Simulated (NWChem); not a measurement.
System: C₂H₅F cation, doublet; SMILES of the neutral closed-shell parent CCF

Input file for NWChem:

```
start job
memory heap 200 mb stack 900 mb global 1100 mb
charge 1
geometry units angstroms noautosym nocenter noautoz
  C      0.260934    -1.187419     0.000000
  C     -0.429984     0.096769     0.000000
  F      0.283188     1.212237     0.000000
  H     -0.436761    -2.045014     0.000000
  H      0.993175    -1.266489    -0.857838
  H      0.993175    -1.266489     0.857838
  H     -1.288468     0.210712     0.784392
  H     -1.288468     0.210712    -0.784392
end
basis spherical
  C library def2-tzvp
  F library def2-tzvp
  H library def2-tzvp
end
dft
  odft
  mult 2
  xc xpbe96 cpbe96
  iterations 150
end
property
  hyperfine
end
task dft property
```

NWChem printed, in part:

```
             Northwest Computational Chemistry Package (NWChem) 7.3.0
             --------------------------------------------------------

                             Geometry "geometry" -> ""
                             -------------------------

 Output coordinates in angstroms (scale by  1.889725989 to convert to a.u.)

  No.       Tag          Charge          X              Y              Z
 ---- ---------------- ---------- -------------- -------------- --------------
    1 C                    6.0000     0.26093400    -1.18741900     0.00000000
    2 C                    6.0000    -0.42998400     0.09676900     0.00000000
    3 F                    9.0000     0.28318800     1.21223700     0.00000000
    4 H                    1.0000    -0.43676100    -2.04501400     0.00000000
    5 H                    1.0000     0.99317500    -1.26648900    -0.85783800
    6 H                    1.0000     0.99317500    -1.26648900     0.85783800
    7 H                    1.0000    -1.28846800     0.21071200     0.78439200
    8 H                    1.0000    -1.28846800     0.21071200    -0.78439200

 Effective nuclear repulsion energy (a.u.)      79.7676010358

  pbe96 is a nonlocal functional; adding pw91lda local functional.
                              NWChem Property Module
                              ----------------------

  itol2e modified to match energy
  convergence criterion.

                                 NWChem DFT Module
                                 -----------------

 Summary of "ao basis" -> "ao basis" (spherical)
 ------------------------------------------------------------------------------
       Tag                 Description            Shells   Functions and Types
 ---------------- ------------------------------  ------  ---------------------
 C                         def2-tzvp                11       31   5s3p2d1f
 F                         def2-tzvp                11       31   5s3p2d1f
 H                         def2-tzvp                 4        6   3s1p

  itol2e modified to match energy
  convergence criterion.

            General Information
            -------------------
          SCF calculation type: DFT
          Wavefunction type:  spin polarized.
          No. of atoms     :     8
          No. of electrons :    25
           Alpha electrons :    13
            Beta electrons :    12
          Charge           :     1
          Spin multiplicity:     2
          Use of symmetry is: off; symmetry adaption is: off
          Maximum number of iterations: 150
          AO basis - number of functions:   123
                     number of shells:    53
          Convergence on energy requested:  1.00D-07
          Convergence on density requested:  1.00D-05
          Convergence on gradient requested:  5.00D-04

              XC Information
              --------------
          PerdewBurkeErnzerhof Exchange Functional  1.000
            Perdew 1991 LDA Correlation Functional  1.000 local
           PerdewBurkeErnz. Correlation Functional  1.000 non-local

             Grid Information
             ----------------
          Grid used for XC integration:  fine
          Radial quadrature: Mura-Knowles
          Angular quadrature: Lebedev.
          Tag              B.-S. Rad. Rad. Pts. Rad. Cut. Ang. Pts.
          ---              ---------- --------- --------- ---------
          C                   0.70       70           9.0       590
          F                   0.50       70          10.0       590
          H                   0.35       60          10.0       590
          Grid pruning is: on
          Number of quadrature shells:   510
          Spatial weights used:  Erf1

      Superposition of Atomic Density Guess
      -------------------------------------

 Sum of atomic energies:        -177.25978078

 Renormalizing density from      26.00 to     25

      Non-variational initial energy
      ------------------------------

 Total energy =    -174.067788
 1-e energy   =    -384.943586
 2-e energy   =     131.108197
 HOMO         =      -0.648171
 LUMO         =      -0.210951

[...]

          ----------------------
          Hyperfine Interactions
          ----------------------

 Total Spin Density (Fermi Contact Term)
 ------------------ --------------------
     Atom            x         y         z       Density (a.u.)      Aiso(MHz)     Aiso(Gauss)
     1  13-C      0.49309  -2.24390   0.00000      -0.018361        -20.641712      -7.365464
     2  13-C     -0.81255   0.18287   0.00000      -0.032462        -36.493954     -13.021928
     3  19-F      0.53515   2.29080   0.00000       0.003276         13.783411       4.918256
     4   1-H     -0.82536  -3.86452   0.00000      -0.001494         -6.678320      -2.382987
     5   1-H      1.87683  -2.39332  -1.62108       0.045452        203.163092      72.493521
     6   1-H      1.87683  -2.39332   1.62108       0.045559        203.642264      72.664501
     7   1-H     -2.43485   0.39819   1.48229       0.098526        440.397807     157.144623
     8   1-H     -2.43485   0.39819  -1.48229       0.098839        441.799945     157.644940

           -------------------------------------------
           Anisotropic Interaction (Spin-Dipolar Term)
           -------------------------------------------

 ------------------------------------------------------------
     Atom            x         y         z
 ------------------------------------------------------------
     1  13-C      0.49309  -2.24390   0.00000

   Spin-Dipolar term (a.u.)
        xx             yy             zz             xy             xz             yz
 ------------------------------------------------------------------------------------------
      -0.094772      -0.087655       0.182427      -0.007118       0.000296      -0.000549

   Principal Comp. of -hf- tensor (au)            Anisotropic -hfcc- (MHz)               Anisotropic -hfcc- (Gauss)
 --------------------------------------------------------------------------------------------------------------------------
     -0.099171    -0.083257     0.182429     -13.307846   -11.172325    24.480171      -4.748562    -3.986557     8.735119

   Orientation of the principal axis of Hyperfine Tensor w.r.t absolute (molecular) frame
 --------------------------------------------------------------------------------------------------------------------------
      0.850631    -0.525761     0.001119
      0.525763     0.850629    -0.002062
      0.000132     0.002342     0.999997

 ------------------------------------------------------------
     Atom            x         y         z
 ------------------------------------------------------------
     2  13-C     -0.81255   0.18287   0.00000

   Spin-Dipolar term (a.u.)
        xx             yy             zz             xy             xz             yz
 ------------------------------------------------------------------------------------------
      -0.196131      -0.185268       0.381398       0.006103       0.000723      -0.000558

   Principal Comp. of -hf- tensor (au)            Anisotropic -hfcc- (MHz)               Anisotropic -hfcc- (Gauss)
 --------------------------------------------------------------------------------------------------------------------------
     -0.198870    -0.182530     0.381400     -26.686476   -24.493729    51.180205      -9.522382    -8.739957    18.262339

   Orientation of the principal axis of Hyperfine Tensor w.r.t absolute (molecular) frame
 --------------------------------------------------------------------------------------------------------------------------
      0.912362     0.409383     0.001242
     -0.409382     0.912363    -0.000970
     -0.001530     0.000377     0.999999

 ------------------------------------------------------------
     Atom            x         y         z
 ------------------------------------------------------------
     3  19-F      0.53515   2.29080   0.00000

   Spin-Dipolar term (a.u.)
        xx             yy             zz             xy             xz             yz
 ------------------------------------------------------------------------------------------
      -0.760580      -0.732000       1.492581       0.006379       0.005250      -0.003379

   Principal Comp. of -hf- tensor (au)            Anisotropic -hfcc- (MHz)               Anisotropic -hfcc- (Gauss)
 --------------------------------------------------------------------------------------------------------------------------
     -0.761955    -0.730643     1.492598    -382.673115  -366.947896   749.621010    -136.547053  -130.935913   267.482965

   Orientation of the principal axis of Hyperfine Tensor w.r.t absolute (molecular) frame
 --------------------------------------------------------------------------------------------------------------------------
      0.978005     0.208567     0.002326
     -0.208564     0.978007    -0.001512
     -0.002590     0.000994     0.999996

 ------------------------------------------------------------
     Atom            x         y         z
 ------------------------------------------------------------
     4   1-H     -0.82536  -3.86452   0.00000

   Spin-Dipolar term (a.u.)
        xx             yy             zz             xy             xz             yz
 ------------------------------------------------------------------------------------------
      -0.001363       0.007377      -0.006014       0.009026       0.000034       0.000006

   Principal Comp. of -hf- tensor (au)            Anisotropic -hfcc- (MHz)               Anisotropic -hfcc- (Gauss)
 --------------------------------------------------------------------------------------------------------------------------
     -0.007022     0.013035    -0.006013      -3.746370     6.954732    -3.208362      -1.336796     2.481617    -1.144821

[...]
```

Level: PBE/def2-TZVP, spin-unrestricted, contact and dipolar terms. In the optimisation the excess spin sits in a" (Cs, its own frame). The geometry was optimised at PBE-D3(BJ)/def2-SVP, spin-unrestricted. The spin multiplicity was typed, not searched, and may not be the lowest. No stability test was run on the SCF state.
